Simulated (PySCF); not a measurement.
# Bond length, frequency and bond energy of SrMg by level of theory

State: ¹Σ⁺ (singlet), closed shell. Set-up: Sr def2-SVP with ECP28, Mg def2-SVP; scalar-relativistic core potentials (PySCF 2.14). De refers to Sr + Mg in their ground configurations, without counterpoise correction. A positive dipole means Sr(−)Mg(+). Levels whose curve was spin-contaminated or gave no clean fit are not listed.

```
      Level  Re (Å)  ωe (cm⁻¹)  De (eV)  μ (D)
    RHF-MP2   4.428       38.0    0.078    n/a
RHF-CCSD(T)   4.359       39.9    0.075    n/a
        PBE   4.006       79.7    0.178  -0.39
     PBEsol   3.947       85.2    0.217  -0.37
       PW91   3.997       80.1    0.187  -0.39
     r²SCAN   4.026       80.6    0.169  -0.34
       PBE0   4.085       72.7    0.145  -0.25
    r²SCAN0   4.109       72.1    0.140  -0.26
      ωB97X   4.514       39.4    0.086   0.14
```

The bond length runs from 3.947 Å (PBEsol) to 4.514 Å (ωB97X). De spans 0.07 eV (RHF-CCSD(T), coupled cluster) to 0.22 eV (PBEsol, GGA).

Correlated steps freeze 1 core orbital. Closed-shell solutions of metal pairs were not tested for spin polarisation, which can lower them a little. The bond is weak. Basis-set superposition, not corrected here, can be much of De in a small basis, most of all at correlated wavefunction levels. Functionals without a dispersion term scatter widely for such bonds, and LDA overbinds them.

The whole job (state search and all levels along the bond) took about 1.1 min on 1 thread of Arm Neoverse V2 (shared host), peak memory 0.51 GiB.
